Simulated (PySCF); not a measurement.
Al(F)(I)(NMe2) (C2H6AlFIN), SMILES [Al]([N](C)C)([F])[I].

Coordinates come from a PBE-D3(BJ)/def2-SVP optimisation. The def2 effective core potentials stand for the cores of I; spin–orbit coupling is left out. One conformer was computed; it need not be the lowest.

Level of theory: PBE-D3(BJ)/def2-SVP in PySCF 2.14.0.

Frequencies are harmonic and unscaled.

Computed vibrational spectrum:
| mode | ν (cm⁻¹) | IR (km/mol) | moving atoms (share of kinetic energy) |
|---|---|---|---|
| 1 | 64 | 0.0 | C 52 %, H 28 %, F 12 % |
| 2 | 90 | 0.4 | C 38 %, I 17 %, H 16 %, Al 15 %, F 11 % |
| 3 | 155 | 1.7 | H 34 %, Al 26 %, N 18 %, F 15 % |
| 4 | 158 | 13.0 | F 73 %, C 9 % |
| 5 | 212 | 16.6 | H 43 %, Al 41 %, N 8 % |
| 6 | 215 | 0.2 | C 36 %, I 23 %, N 19 %, H 15 % |
| 7 | 241 | 0.0 | H 97 % |
| 8 | 295 | 19.7 | H 48 %, N 41 % |
| 9 | 312 | 12.9 | C 34 %, H 20 %, F 19 %, Al 17 % |
| 10 | 390 | 50.6 | Al 38 %, H 22 %, C 21 %, N 10 % |
| 11 | 649 | 79.4 | Al 41 %, C 31 %, H 14 %, N 8 % |
| 12 | 854 | 84.4 | F 49 %, Al 45 % |
| 13 | 1000 | 133.6 | H 39 %, C 35 %, N 20 % |
| 14 | 1053 | 2.1 | H 74 %, C 24 % |
| 15 | 1072 | 0.0 | H 80 %, C 20 % |
| 16 | 1123 | 0.1 | H 69 %, C 20 %, N 11 % |
| 17 | 1197 | 77.2 | N 58 %, C 33 %, H 9 % |
| 18 | 1269 | 35.7 | N 41 %, H 35 %, C 22 % |
| 19 | 1379 | 1.6 | H 87 %, C 12 % |
| 20 | 1400 | 0.1 | H 97 % |
| 21 | 1404 | 12.4 | H 83 %, C 17 % |
| 22 | 1408 | 9.7 | H 97 % |
| 23 | 1427 | 22.2 | H 96 % |
| 24 | 1451 | 0.6 | H 94 % |
| 25 | 2900 | 51.3 | H 97 % |
| 26 | 2905 | 151.1 | H 97 % |
| 27 | 2953 | 79.8 | H 91 %, C 9 % |
| 28 | 2963 | 0.2 | H 90 %, C 10 % |
| 29 | 3047 | 10.6 | H 91 %, C 9 % |
| 30 | 3053 | 9.0 | H 91 %, C 9 % |
